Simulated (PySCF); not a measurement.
Molecule: `InChI=1S/C5H5F3O/c1-2-4(3-9)5(6,7)8/h1,4,9H,3H2/t4-/m0/s1`.

Bonds (- single, = double, # triple, : aromatic): C1#C2, C2-C3, C3-C4, C4-O5, C3-C6, C6-F7, C6-F8, C6-F9. C1 carries H10; C3 carries H11; C4 carries H12, H13; O5 carries H14. Stereochemistry as in C#C[C@@H](CO)C(F)(F)F. H13 is pro-R; H12 is pro-S.

Frames of a GFN2-xTB Langevin trajectory at 300 K; GIAO PBE0/pcSseg-1 shieldings in PySCF 2.14.0 with density-fitted response routines, gas phase, non-relativistic; equivalent atoms averaged within each frame.

References, each an isolated molecule treated in the same way: $^{13}$C (σ = 186.93 ppm), $^{1}$H (σ = 31.72 ppm) vs TMS; H2O for $^{17}$O (σ = 336.08 ppm); $^{19}$F (σ = 170.95 ppm) against CFCl3. The references are static minima.

**Question.** How do the shifts (ppm) fluctuate along the trajectory?

**Answer.** 
| time (fs) | C6 | C2 | C1 | C4 | C3 | O5 | F7/F8/F9 | H12 | H13 | H11 |
| --- | --- | --- | --- | --- | --- | --- | --- | --- | --- | --- |
| optimised geometry | 133.9 | 82.6 | 82.0 | 66.6 | 44.6 | 27.9 | -84.7 | 4.11 | 4.22 | 3.33 |
| 250 | 139.6 | 87.7 | 82.5 | 63.2 | 45.8 | 34.4 | -70.9 | 4.70 | 3.62 | 3.33 |
| 425 | 124.9 | 83.5 | 85.2 | 67.4 | 60.8 | 34.5 | -92.3 | 3.49 | 4.01 | 5.05 |
| 625 | 136.4 | 81.6 | 85.3 | 63.2 | 46.0 | 36.2 | -74.3 | 4.37 | 3.82 | 2.95 |
| 800 | 140.4 | 84.3 | 84.9 | 73.3 | 56.4 | 41.1 | -72.8 | 4.86 | 4.43 | 5.15 |
| 1000 | 132.1 | 85.8 | 85.2 | 56.7 | 53.9 | 19.7 | -82.8 | 2.21 | 3.73 | 3.12 |
| mean of frames | 134.7 | 84.6 | 84.6 | 64.8 | 52.6 | 33.2 | -78.6 | 3.93 | 3.92 | 3.92 |
| standard deviation | 6.4 | 2.3 | 1.2 | 6.1 | 6.6 | 8.0 | 8.9 | 1.10 | 0.32 | 1.09 |

5 frames give an uncertainty of the mean of about the standard deviation over 2.2 at best, since frames this close in time may not be independent; classical motion lacks zero-point vibration, and the reference would need the same averaging.
